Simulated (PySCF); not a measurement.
Electron correlation in Rh⁺ (rhodium, charge +1)

[Kr] 4d7 5p1, one real determinant (an excited configuration). Computed with PySCF 2.14 in x2c-TZVPPall, with the spin-free X2C one-electron Hamiltonian (Gaussian nucleus). Frozen: [Ar] 3d10; 16 electrons correlated.

```csv
level,correlation energy (mhartree)
CCSD,-465.61
(T),-11.69
CCSD(T),-477.30
```

Diagnostics: T1 = 0.013, D1 = 0.0559, largest double amplitude 0.036.

Is a single reference adequate?

Yes, within this model without spin-orbit coupling: T1 lies below 0.03 and no double amplitude reaches 0.07.

The basis was made for the ground configuration and has no added diffuse functions, which can raise the energy of the promoted electron.

The reference is one real determinant that mixes LS terms of this configuration.

This basis was not built for core-valence correlation, so the inner-shell part is incomplete.
